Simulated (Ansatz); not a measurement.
Cost and result up the ladder for Cd₆S₅ (the lowest singlet isomer of a short search) (11 atoms). Charge 0, multiplicity 1. Geometry: PBE-D4/def2-SVP.

```xyz
11

Cd    0.959   -1.191   -2.251
Cd   -2.453   -1.208   -0.017
Cd   -0.138    0.954    0.201
Cd   -0.849    2.366    3.346
Cd    0.962    3.843    0.981
Cd   -3.911   -3.693   -0.507
S     2.338    1.245    0.045
S     2.889   -0.806    0.170
S    -1.195   -0.218   -2.041
S     3.267   -1.566   -1.793
S    -1.868    0.273    1.866
```

Ansatz on 4 threads of Arm Neoverse V1 on a shared host. Times are rough, and most runs start from the orbitals of an earlier one. PBE0-D4/def2-TZVP serves as the yardstick here, not as an exact answer. Differences are given only for rows in sets of like size (and for xTB, whose basis is part of the method), since another set adds its own error. Binding counts from free atoms at the same level (Cd singlet, S triplet; other spins of the atoms weren't run), without zero-point energy or a counterpoise term.

In the def2 sets Cd takes a core potential; there is no spin–orbit coupling. Correlated methods freeze 25 core orbitals; core or outer-core shells of Cd are correlated, in sets that lack core-valence functions. The rows differ in basis, and correlated rows in double-zeta sets carry the largest basis error. The structure comes from a short search, and lower isomers may exist.

Correlated methods converge slowly with the basis, most of all in double-zeta sets.

```csv
level,functions,wall time,binding energy per atom (eV),difference from PBE0-D4/def2-TZVP (eV)
PBE-D4/def2-SVP,276,8.5 s,1.70,–
PBE-D4/def2-TZVP,425,14 s,1.69,0.07
revPBE-D4/def2-TZVP,425,15 s,1.60,-0.02
PBE0-D4/def2-SVP,276,19 s,1.61,–
MP2/def2-SVP,276,26 s,1.41,–
RPA@PBE/def2-SVP,276,34 s,1.21,–
r2SCAN-D4/def2-TZVP,425,39 s,1.67,0.05
BHLYP-D4/def2-TZVP,425,43 s,1.42,-0.20
PBE0-D4/def2-TZVP (with forces),425,49 s,1.62,0.00
```
